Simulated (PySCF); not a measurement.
**Molecular orbitals of HgF**

PBE at R = 2.083 Å; basis Hg def2-SVPD with ECP60, F def2-SVPD; scalar-relativistic core potentials; PySCF 2.14. State: ²Σ⁺ (doublet), unpaired electrons σ ↑. Only the outer orbitals are listed, counted within each symmetry, core potentials removing the inner ones.

```json
{"spin": "α", "orbital": "6σ", "occ.": "1", "ε (eV)": "-9.44", "on Hg (%)": "56", "main shells (%)": "44 F p, 31 Hg s, 24 Hg d"}
{"spin": "α", "orbital": "3π", "occ.": "1", "ε (eV)": "-8.05", "on Hg (%)": "6", "main shells (%)": "94 F p"}
{"spin": "α", "orbital": "3π", "occ.": "1", "ε (eV)": "-8.05", "on Hg (%)": "6", "main shells (%)": "94 F p"}
{"spin": "α", "orbital": "7σ", "occ.": "1", "ε (eV)": "-6.71", "on Hg (%)": "79", "main shells (%)": "66 Hg s, 22 F p, 8 Hg p"}
{"spin": "α", "orbital": "4π", "occ.": "0", "ε (eV)": "-1.22", "on Hg (%)": "102", "main shells (%)": "102 Hg p"}
{"spin": "α", "orbital": "4π", "occ.": "0", "ε (eV)": "-1.22", "on Hg (%)": "102", "main shells (%)": "102 Hg p"}
{"spin": "β", "orbital": "6σ", "occ.": "1", "ε (eV)": "-8.85", "on Hg (%)": "58", "main shells (%)": "42 F p, 42 Hg s, 15 Hg d"}
{"spin": "β", "orbital": "3π", "occ.": "1", "ε (eV)": "-7.79", "on Hg (%)": "6", "main shells (%)": "94 F p"}
{"spin": "β", "orbital": "3π", "occ.": "1", "ε (eV)": "-7.79", "on Hg (%)": "6", "main shells (%)": "94 F p"}
{"spin": "β", "orbital": "7σ", "occ.": "0", "ε (eV)": "-5.73", "on Hg (%)": "72", "main shells (%)": "59 Hg s, 30 F p"}
{"spin": "β", "orbital": "4π", "occ.": "0", "ε (eV)": "-0.85", "on Hg (%)": "101", "main shells (%)": "101 Hg p"}
{"spin": "β", "orbital": "4π", "occ.": "0", "ε (eV)": "-0.85", "on Hg (%)": "101", "main shells (%)": "101 Hg p"}
```

Question: Which are the highest filled and the lowest empty level, where do they sit, and how wide is the gap?

Answer: Highest filled α 7σ at -6.71 eV (in %: 66 Hg s, 22 F p, 8 Hg p); lowest empty β 7σ at -5.73 eV (in %: 59 Hg s, 30 F p); the gap at PBE is 0.98 eV.

| Quantity | Value |
| --- | --- |
| bond order (Mayer) | 0.59 |
| ⟨S²⟩ | 0.752 |
| charge on Hg (Mulliken, basis-dependent) | 0.51 |
| charge on Hg (Löwdin, basis-dependent) | 0.66 |
| dipole moment (positive dipole means Hg(−)F(+)) | -3.24 D |
| polarisability along the bond | 46.1 bohr³ |
| polarisability across the bond | 29.5 bohr³ |

Shares are Mulliken populations and can fall outside 0 to 100 %.

Spin–orbit coupling is left out. The state was picked by a PBE0 search and need not be the measured ground state.
